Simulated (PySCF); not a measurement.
Isomers of C6H12OSi, mass 128.066 u with the commonest isotopes. Level of theory: PBE0/pcSseg-1 in PySCF (dipole) on a GFN2-xTB geometry, gas phase. One conformer each, none proved a minimum here; rigid rotors.

Task: Order these by out-of-plane moment Σ m c² = (Ia + Ib − Ic)/2, smallest first.
A. `[CH2:1]=[CH:2][SiH2:3][C@H:4]([CH:5]=[O:6])[CH2:7][CH3:8]` with C1–C2–Si3–C4 -76°, C2–Si3–C4–C5 62°, Si3–C4–C5–O6 84°, Si3–C4–C7–C8 -173°
B. `[CH2:1]=[C:2]([CH:3]=[O:4])[SiH2:5][CH2:6][CH2:7][CH3:8]` with C1–C2–C3–O4 179°, C1–C2–Si5–C6 -1°, C2–Si5–C6–C7 -171°, Si5–C6–C7–C8 -63°
C. `[CH2:1]=[CH:2][C@@:3]1([CH2:4][OH:5])[SiH2:6][C@H:7]1[CH3:8]` with C1–C2–C3–C4 -8°, C2–C3–C4–O5 80°, C3–C4–O5–H -57°

Result: B (16.81 u·Å²), C (68.56 u·Å²), A (83.28 u·Å²).

Task: Order these by radius of gyration √(Σ m r²/M), smallest first.
A. `[CH2:1]=[C:2]([CH:3]=[O:4])[SiH2:5][CH2:6][CH2:7][CH3:8]` with C1–C2–C3–O4 179°, C1–C2–Si5–C6 -1°, C2–Si5–C6–C7 -171°, Si5–C6–C7–C8 -63°
B. `[CH2:1]=[CH:2][C@@:3]1([CH2:4][OH:5])[SiH2:6][C@H:7]1[CH3:8]` with C1–C2–C3–C4 -8°, C2–C3–C4–O5 80°, C3–C4–O5–H -57°
C. `[CH2:1]=[CH:2][SiH2:3][C@H:4]([CH:5]=[O:6])[CH2:7][CH3:8]` with C1–C2–Si3–C4 -76°, C2–Si3–C4–C5 62°, Si3–C4–C5–O6 84°, Si3–C4–C7–C8 -173°

Result: B (2.027 Å), C (2.185 Å), A (2.421 Å).

Task: Order these by dipole moment, smallest first.
A. `[CH2:1]=[CH:2][C@@:3]1([CH2:4][OH:5])[SiH2:6][C@H:7]1[CH3:8]` with C1–C2–C3–C4 -8°, C2–C3–C4–O5 80°, C3–C4–O5–H -57°
B. `[CH2:1]=[C:2]([CH:3]=[O:4])[SiH2:5][CH2:6][CH2:7][CH3:8]` with C1–C2–C3–O4 179°, C1–C2–Si5–C6 -1°, C2–Si5–C6–C7 -171°, Si5–C6–C7–C8 -63°
C. `[CH2:1]=[CH:2][SiH2:3][C@H:4]([CH:5]=[O:6])[CH2:7][CH3:8]` with C1–C2–Si3–C4 -76°, C2–Si3–C4–C5 62°, Si3–C4–C5–O6 84°, Si3–C4–C7–C8 -173°

Result: A (1.58 D), C (3.06 D), B (3.38 D).

| SMILES | point group | Ia (u·Å²) | Ib (u·Å²) | Ic (u·Å²) | κ | μa (D) | μb (D) | μc (D) |
| --- | --- | --- | --- | --- | --- | --- | --- | --- |
| C=C[SiH2][C@H](C=O)CC | C1 | 246.42 | 448.48 | 528.34 | -0.69 | 0.21 | 2.89 | 0.98 |
| C=C[C@@]1(CO)[SiH2][C@H]1C | C1 | 244.85 | 350.14 | 457.87 | -0.29 | 1.32 | 0.84 | 0.26 |
| C=C(C=O)[SiH2]CCC | C1 | 147.82 | 619.80 | 734.01 | -0.91 | 0.75 | 3.29 | 0.30 |
